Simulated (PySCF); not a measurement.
```xyz
4

O     -1.0066    -0.4382    -0.0551
Ga     0.3768     0.7178     0.0491
Br     2.4913    -0.2399    -0.0153
H     -1.8723    -0.0097    -0.0226
```

Charge 0, multiplicity 2.

### Question
Give the Mulliken and meta-Löwdin atomic charges from TPSSh-D3(BJ)/def2-TZVP run with PySCF.

### Answer

```tsv
atom	Mulliken (e)	meta-Löwdin (e)
O1	-0.50	-0.66
Ga2	0.46	0.56
Br3	-0.28	-0.24
H4	0.32	0.34
```
